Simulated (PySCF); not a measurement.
Assignment exercise: C₃H₁₀O₂Si₂

Structure with atom numbers: `[CH3:1][O:2][SiH2:3][SiH:4]1[CH2:5][O:6][CH2:7]1`. Hydrogens are named by the atom that carries them. Ha(C5), Ha(C7) are cis to Si3 on the ring; Hb(C5), Hb(C7) are trans to Si3 on the ring.

Theoretical values (PySCF 2.14.0 with density-fitted response routines): geometry from GFN2-xTB, PBE0/pcSseg-1 with gauge-including orbitals. Single conformer, relativity neglected, no solvent model, one averaged value for each set of equivalent atoms.

Chemical shifts δ = σref − σ; TMS for 13C and 1H, all at this level.

Question: Assign these signals to the numbered atoms. 13C{1H} NMR (computed): δ 62.8, 56.1.

Answer: 
62.8 → C5/C7, sp3 CH2 bonded to O and Si: pulled downfield by the heteroatom
56.1 → C1, methyl carbon bonded to O: pulled downfield by the heteroatom

Question: Assign these signals to the numbered atoms. 1H NMR (400 MHz, computed): δ 5.72 (m, 1H), 5.55 (d, 2H), 4.69 (m, 2H), 4.19 (m, 2H), 3.66 (s, 3H).

Answer: 
| δ (ppm) | atoms | environment | reason |
| --- | --- | --- | --- |
| 5.72 | H(Si4) | hydrogen on a silicon bonded to 2 C, Si, in a 4-membered ring | – |
| 5.55 | H(Si3) | hydrogen on a silicon bonded to O, Si | – |
| 4.69 | Hb(C5)/Hb(C7) | hydrogen on an sp3 CH2 bonded to O and Si | its carbon carries O, hence the downfield position |
| 4.19 | Ha(C5)/Ha(C7) | hydrogen on an sp3 CH2 bonded to O and Si | – |
| 3.66 | H(C1) | hydrogen on a methyl carbon bonded to O | its carbon carries O, an electronegative neighbour |

Shifts are as computed. Against solution values, carbons near 30 ppm lie about +3 ppm off and those near 130 ppm about +5 ppm. Of 1309 compounds with measured shifts, 239 miss one by over three times the rms of a fit or turn the order of signals round; such compounds aren't used in these exercises. Multiplicities follow the n + 1 count of equivalent neighbours, as no J values were calculated; m marks all less simple cases, F and P coupling included.
